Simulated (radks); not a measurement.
Results of a calculation; reference values are marked as such.
Q: The mean radii <r> (bohr) of the occupied orbitals of an atom or ion are listed with their occupations. Level of theory: non-relativistic Kohn-Sham, TPSS, spin-polarised, spherical densities, point nucleus; meta-GGA in the generalised Kohn-Sham scheme (a radial shooting solver on a logarithmic mesh with Libxc functionals).

orbital  occ.      <r>
1s up       1  0.03629
1s down     1  0.03629
2s up       1   0.1583
2s down     1   0.1581
2p up       3   0.1357
2p down     3   0.1356
3s up       1   0.4225
3s down     1   0.4237
3p up       3   0.4135
3p down     3   0.4150
3d up       5   0.3804
3d down     2   0.3825

Name the element and its charge. Open shells, if any, are filled with parallel spins first.

A: Z = 42, molybdenum, charge +17: Mo17+ in [Ar] 3d7. The 1s radius gives Z: for a bare nucleus <r> = 1.5/Z, 0.03571 bohr for Z = 42, and screening makes it slightly larger (0.03629 here). The occupations add up to 25, and the charge is Z minus that.
